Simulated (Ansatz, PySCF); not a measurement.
Reaction (SMILES): [GeH3] (GeH3) → [GeH3-] (an electron is taken up)
Geometries: B3LYP-D3(BJ)/def2-TZVP minima from Ansatz (a first-principles code).
Geometry of the first species:
```
Ge
H 1 1.5431
H 1 1.5431 2 110.72
H 1 1.5431 2 110.72 3 -123.21
```
Charge 0, spin multiplicity 2.

Wanted: adiabatic electron affinity (0 K, with B3LYP-D3(BJ) harmonic zero-point energies from PySCF), positive where the reaction releases energy, in eV. Cores are frozen in the correlated levels unless marked. UHF or UKS for open shells. Spin-orbit coupling is left out. The frozen core is the preceding noble-gas configuration, with the filled d and f shells of earlier blocks. No relativistic terms. Anions need diffuse functions: aug- sets have them; def2-D sets add few; the other sets have none. Basis-set limits of correlation are two-point, X^-3; Hartree-Fock from the larger set.

```json
[
 {"level": "HF-D3(BJ)/def2-TZVPD", "program": "PySCF + dftd3", "adiabatic electron affinity (eV)": "0.40"},
 {"level": "revPBE/def2-TZVPD", "program": "Ansatz", "adiabatic electron affinity (eV)": "1.49"},
 {"level": "M06-L-D4/def2-TZVPD", "program": "PySCF + dftd4", "adiabatic electron affinity (eV)": "___"},
 {"level": "PBE0/6-31G*", "program": "Ansatz", "adiabatic electron affinity (eV)": "1.38"},
 {"level": "PBE0-D4/def2-TZVP", "program": "Ansatz + dftd4", "adiabatic electron affinity (eV)": "___"},
 {"level": "BHLYP-D3(BJ)/def2-TZVPD", "program": "Ansatz + dftd3", "adiabatic electron affinity (eV)": "___"},
 {"level": "r2SCANh/def2-TZVPD", "program": "Ansatz", "adiabatic electron affinity (eV)": "1.44"},
 {"level": "r2SCAN0-D4/def2-TZVPD", "program": "Ansatz + dftd4", "adiabatic electron affinity (eV)": "1.41"},
 {"level": "LC-wPBE-D4/def2-TZVPD", "program": "Ansatz + dftd4", "adiabatic electron affinity (eV)": "1.42"},
 {"level": "wB97X-V/def2-TZVPD", "program": "Ansatz", "adiabatic electron affinity (eV)": "1.49"},
 {"level": "SCS-MP2/def2-QZVPPD", "program": "Ansatz", "adiabatic electron affinity (eV)": "1.42"},
 {"level": "CCSD/cc-pVTZ", "program": "Ansatz", "adiabatic electron affinity (eV)": "___"},
 {"level": "CCSD(T)/CBS(aug-cc-pVTZ,aug-cc-pVQZ)", "program": "Ansatz", "adiabatic electron affinity (eV)": "1.57"}
]
```

Q: Some entries are withheld; supply them.

A: 
- M06-L-D4/def2-TZVPD, adiabatic electron affinity (eV): 1.50
- PBE0-D4/def2-TZVP, adiabatic electron affinity (eV): 1.40
- BHLYP-D3(BJ)/def2-TZVPD, adiabatic electron affinity (eV): 1.37
- CCSD/cc-pVTZ, adiabatic electron affinity (eV): 1.32
